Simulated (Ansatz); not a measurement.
Reaction (ligand exchange at a B–C bond): `BC1C=CN1` + `[NH2][AlH][OH]` → `B[O][AlH][NH2]` + `C1=CNC1`

Isolated molecules relaxed with PBE0-D4/def2-TZVP in Ansatz; ΔE leaves out vibrations. CCSD(T)/CBS is the MP2 limit (def2-TZVPP, def2-QZVPP) plus CCSD(T) − MP2 in def2-TZVPP, frozen cores. This one scheme is used for every species. DFT in def2-TZVPP. B3LYP here is the variant with VWN-RPA as its local correlation; programs differ in this. HSE06 is defined as in plane-wave codes. One conformer a species, not always the lowest.

`BC1C=CN1`:

Cartesian coordinates in Å:
```
B 0.473 -0.406 1.214
C -0.784 0.026 0.433
C -0.043 -0.799 -0.613
C 0.211 0.377 -1.273
N -0.522 1.183 -0.449
H 0.437 -1.403 1.878
H 1.430 0.313 1.230
H -1.820 -0.187 0.676
H -0.008 -1.844 -0.872
H 0.780 0.686 -2.142
H -0.153 2.054 -0.083
```

`[NH2][AlH][OH]`:

Z-matrix (Å, degrees):
```
N
Al 1 1.760
H 1 1.006 2 124.4
H 1 1.007 2 125.1 3 -180.0
O 2 1.698 1 116.8 3 -180.0
H 2 1.579 1 120.8 3 -0.1
H 5 0.955 2 123.2 1 180.0
```

`B[O][AlH][NH2]`:

```xyz
9

B    -0.689   -1.635   -1.251
O    -0.089   -0.582   -0.701
Al    0.677    0.759   -0.022
N     0.177    1.275    1.582
H    -0.237   -2.739   -1.075
H    -1.680   -1.477   -1.918
H     1.802    1.502   -0.828
H    -0.536    0.837    2.142
H     0.575    2.061    2.070
```

`C1=CNC1`:

```xyz
9

C    -0.235   -0.026    0.990
C     0.867    0.492    0.432
N     0.449    0.370   -0.916
C    -0.765   -0.321   -0.389
H    -0.644   -0.080    1.986
H     1.789    0.947    0.775
H     1.040   -0.179   -1.532
H    -1.692    0.176   -0.686
H    -0.809   -1.379   -0.661
```

```csv
level,ΔE (kJ/mol),difference from CCSD(T)/CBS
PBE-D4,-90.7,21.6
revPBE-D4,-91.0,21.3
BLYP-D4,-114.3,-2.0
r2SCAN-D4,-100.3,12.0
B97M-V,-108.2,4.1
PBE0-D4,-99.6,12.7
B3LYP-D4,-119.9,-7.6
r2SCANh-D4,-102.7,9.6
r2SCAN0-D4,-106.2,6.1
HSE06-D4,-99.5,12.8
BHLYP-D4,-133.0,-20.7
ωB97X-V,-114.0,-1.7
ωB97M-V,-110.3,2.0
B2PLYP,-117.7,-5.4
PBE-QIDH,-103.9,8.4
PBE,-93.1,19.2
revPBE,-98.9,13.4
BLYP,-120.0,-7.7
r2SCAN,-100.8,11.5
PBE0,-101.6,10.7
B3LYP,-123.8,-11.5
r2SCANh,-103.1,9.2
r2SCAN0,-106.7,5.6
HSE06,-101.3,11.0
CAM-B3LYP,-125.8,-13.5
LC-ωPBE,-108.0,4.3
RPA@PBE/def2-TZVPP,-114.2,-1.9
HF/def2-SVP,-173.5,-61.2
MP2/def2-SVP,-120.1,-7.8
CCSD/def2-SVP,-140.3,-28.0
CCSD(T)/def2-SVP,-132.6,-20.3
HF/def2-TZVPP,-165.0,-52.7
MP2/def2-TZVPP,-100.6,11.7
SCS-MP2/def2-TZVPP,-116.4,-4.1
CCSD/def2-TZVPP,-123.5,-11.2
CCSD(T)/def2-TZVPP,-113.9,-1.6
HF/def2-QZVPP,-165.7,-53.4
MP2/def2-QZVPP,-99.9,12.4
HF/CBS(def2),-165.8,-53.5
MP2/CBS(def2),-99.0,13.3
CCSD(T)/CBS,-112.3,0
```

Largest T1 diagnostic among the species: 0.015.

From BLYP to BHLYP (50 % exact exchange), in def2-TZVPP and without D4, ΔE moves by −15.4 kJ/mol. At CCSD(T), def2-SVP lies −20.3 kJ/mol from the extrapolated value and def2-TZVPP −1.6 kJ/mol. In def2-TZVPP, CCSD(T) changes the Hartree–Fock value by +51.1 kJ/mol (the triples alone add +9.6 kJ/mol) and MP2 by +64.4 kJ/mol.
